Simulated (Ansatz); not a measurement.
Problem. Name a neutral molecule of C, F, Se, Si and H with HOMO energy (PBE0/def2-TZVPP) between -7.45 and -7.15 eV and LUMO energy (ωB97M-V/def2-TZVPP) between 1.05 and 1.35 eV (Ansatz, PBE0-D4/def2-TZVP geometry).

Solution. `FC[SiH]1[SiH2][Se]1` (-7.17 eV, 1.16 eV); `FC([SiH3])[SeH]` (-7.17 eV, 1.34 eV); `C=C(F)[SiH2][SeH]` (-7.20 eV, 1.17 eV); `F[SiH]1C[SiH2][Se]1` (-7.27 eV, 1.22 eV). Other molecules can fit too; these were computed, each in one conformer that needn't be the lowest.
